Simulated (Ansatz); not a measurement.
Coupled-cluster diagnostics for HgBr₂, Ansatz.

Geometry of the singlet (PBE-D4/def2-TZVP):

Cartesian coordinates in Å:
```
Hg 0.0000 0.0000 0.0000
Br -0.2479 0.7570 2.2809
Br 0.2479 -0.7570 -2.2809
```

In the def2 sets Hg takes a core potential; there is no spin–orbit coupling. Correlated methods freeze 18 core orbitals; core or outer-core shells of Hg, Br are correlated, in sets that lack core-valence functions.

Estimate the CCSD(T) correlation energy, the shares of MP2 and (T), T1 and the reference's ⟨S²⟩ for: charge 0, singlet, own geometry in def2-TZVPP; and the rough time on 2 threads of Arm Neoverse V2 on a shared host.


```json
{"state": "charge 0, singlet, own geometry", "basis": "def2-TZVPP", "correlation (eV)": "-32.485", "MP2 share (%)": "99.4", "(T) share (%)": "3.4", "T1": "0.012", "⟨S²⟩ (pure)": "0.00 (0.00)", "wall time": "20 s"}
```
Customary marks for T1 are 0.02 (closed shells), 0.045 (open shells) and about 0.05 (3d metals). T1 stays under 0.02 throughout.
